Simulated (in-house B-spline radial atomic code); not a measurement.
Yb⁺. Computed with a B-spline radial atomic code. Model: non-relativistic spherical atom: semilocal Troullier-Martins pseudo-atom, one channel per l, against all electrons, high spin, G0W0 and RPA with empty states to l = 8, local potential for every l without a channel, a model core (radius 0 = none) keeps its share of the functional.

Without relativity these are model numbers for so heavy an element.

What the tables leave out is listed at the end.

The pseudopotential gives back the lowest level of each angular momentum of its own functional in the configuration it was made in; a second state of the same l is only approximately right. Exact exchange, RPA and GW see the smooth pseudo-orbitals and miss the exchange with the core, for which the functional's share stands in. The column with an uncorrelated core keeps all orbitals and exact exchange, and so separates missing core correlation from pseudisation. Only the three outermost levels and the lowest empty one were computed. RPA here is direct RPA, with no exchange kernel, and its energies carry an (l + 1/2)⁻⁴ tail. A hybrid on a potential with a model core restores only its own semilocal share of the core's exchange.

Command:
```bash
python run_psgw.py task.json out
```
Settings (lengths in bohr, energies in hartree):
```
Z                      70
electrons              69
configuration          [Xe] 4f14 6s1
generated_in           [Xe] 4f14 6s1
functional             pbe,pbe
core_shells            8
radius_factor          1.15
core_correction        True
ion_configuration      [Xe] 4f14
```

Time taken, with all properties: 120 s on 1 thread of Arm Neoverse N1, with other jobs on the host.

Given: made with PBE; model core radius 0.319 bohr; local radius 0.761 bohr; mean-field start PBE.

Valence shells of the generating configuration: 4d, 5s, 5p, 4f, 6s.

Channel: s 1.342, p 1.466, d 0.568, f 1.855 (radii in bohr).

Computed: largest level miss in the spin-unpolarised generating configuration 0.042 eV; valence RPA correlation energy all-electron orbitals -2.8701 hartree; all-electron RPA polarisability, core included 54.435 bohr³; pseudo-atom RPA polarisability 53.629 bohr³; ionisation by mean-field all-electron 11.446 eV; ionisation by mean-field pseudo minus all 0.059 eV; ionisation by RPA pseudo minus all 0.223 eV.

```
          level  occupied  mean-field all-electron (eV)  mean-field pseudo minus all (eV)  G0W0 all-electron (eV)  G0W0 uncorrelated core minus all (eV)  G0W0 pseudo minus all (eV)  exchange self-energy all-electron (eV)  exchange self-energy pseudo (eV)
          6s up         1                       -8.8637                            -0.042                 -11.732                                 -0.011                      -0.208                                  -8.229                           -8.2811
6s down (empty)         0                       -7.8762                            -0.048                 -6.3099                                 -0.009                      -0.163                                 -1.9365                           -1.9604
```

Task: What is the ionisation by RPA all-electron?

Result: 11.771 eV.

Task: What is the valence RPA correlation energy pseudo?

Result: -3.2595 hartree.

Given: mean-field start PBE0.

Computed: valence RPA correlation energy all-electron orbitals -2.7468 hartree; pseudo-atom RPA polarisability 46.153 bohr³; ionisation by mean-field all-electron 11.254 eV; ionisation by mean-field pseudo minus all 0.094 eV; ionisation by RPA all-electron 11.606 eV; ionisation by RPA pseudo minus all 0.212 eV.

| level | occupied | mean-field all-electron (eV) | mean-field pseudo minus all (eV) | G0W0 all-electron (eV) | G0W0 uncorrelated core minus all (eV) | G0W0 pseudo minus all (eV) | exchange self-energy all-electron (eV) | exchange self-energy pseudo (eV) |
| --- | --- | --- | --- | --- | --- | --- | --- | --- |
| 6s up | 1 | -9.3826 | -0.077 | -11.659 | -0.011 | -0.206 | -8.0583 | -8.1265 |
| 6s down (empty) | 0 | -7.0712 | -0.078 | -5.9655 | -0.01 | -0.16 | -1.6977 | -1.7123 |

Task: What is the valence RPA correlation energy pseudo?

Result: -3.1411 hartree.

Task: What is the all-electron RPA polarisability, core included?

Result: 47.069 bohr³.

Among the listed levels the largest G0W0 shift of the pseudo-atom is -0.21 eV, for 6s up on the PBE start, while leaving the core uncorrelated moves that level by -0.01 eV. So pseudisation and the lost core exchange, not the missing core correlation, make the error. Not in the tables (levels of low weight, unsolved or above zero; the highest and the empty levels are kept at any weight): on PBE the G0W0 levels 4f down (pseudo minus all +3.66 eV, weights 0.67 and 0.19), 4f up (pseudo minus all +3.59 eV, weights 0.71 and 0.02); on PBE0 the G0W0 levels 4f down (pseudo minus all +3.41 eV, weights 0.82 and 0.71), 4f up (pseudo minus all +3.47 eV, weights 0.62 and 0.71); no Hartree-Fock pseudo-atom is run with a model core.
